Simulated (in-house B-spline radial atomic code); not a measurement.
**OLYP excitations of I VI (I5+)**

Method: OLYP. Computed with a B-spline radial code for spherical atoms: linear response of the closed shell [Kr] 4d10 5s2 with the functional's adiabatic kernel; scalar-relativistic (spin-free one-electron X2C), finite nucleus, no spin-orbit coupling, no double excitations, S, P, D and F terms only; shells from n = 3 respond. Only terms of natural parity with L up to 3 were computed.

Command:
```bash
python run_td.py task.json out
```
Settings (radii: box in bohr, nucleus in fm):
```
Z                        53
electrons                48
configuration            [Kr] 4d10 5s2
hamiltonian              x2c
method                   optx,lyp
box_radius               16.35
rms_radius               4.75
intervals                70
```

Time taken, with all properties: 2.7 s on 1 thread of Arm Neoverse N1 (shared host).

The lowest states, in the order of their Tamm-Dancoff energies; the method's threshold (minus the highest occupied level) is 68.59 eV. Labels give the largest channel, * marks a mixed state, and oscillator strengths are full-response dipole values. Semilocal kernels can invert the small singlet-triplet splittings of Rydberg terms. Energies in eV:

| state | full response | Tamm-Dancoff | oscillator strength |
| --- | --- | --- | --- |
| 5s → 5p 3P | 11.463 | 11.671 | - |
| 5s → 5p 1P | ? | ? | ? |
| 5s → 5d 3D | 30.18 | 30.25 | - |
| 5s → 5d 1D | 31.71 | 31.75 | - |
| 5s → 4f 3F | 32.01 | 32.11 | - |
| 5s → 4f 1F | 33.31 | 33.33 | - |
| 5s → 6s 3S | 35.60 | 35.61 | - |
| 5s → 6s 1S | 36.48 | 36.55 | - |
| 5s → 6p 3P | 40.43 | 40.45 | - |
| 5s → 6p 1P | 40.83 | 40.87 | 0.0715 |
| 5s → 5f 3F | 47.65 | 47.66 | - |
| 5s → 5f 1F | 47.75 | 47.75 | - |
| 5s → 6d 3D | 47.83 | 47.85 | - |
| 5s → 6d 1D | 48.17 | 48.18 | - |
| 5s → 7s 3S | 50.16 | 50.16 | - |
| 5s → 7s 1S | ? | ? | - |

Problem. Where does 5s → 7s 1S lie?

Solution. At 50.44 eV in full response, 50.46 eV in Tamm-Dancoff.

Problem. Where does 5s → 5p 1P lie?

Solution. At 15.862 eV in full response, 16.437 eV in Tamm-Dancoff, oscillator strength 1.6.

Problem. How large is the singlet-triplet splitting of 5s → 5p (P terms) in Tamm-Dancoff?

Solution. 4.77 eV, from the unrounded values.

Problem. What polarisabilities and dispersion coefficient does the method give?

Solution. Dipole 5.945 bohr³, quadrupole 11.25 bohr⁵, C6 21.88 hartree·bohr⁶ for two such species.
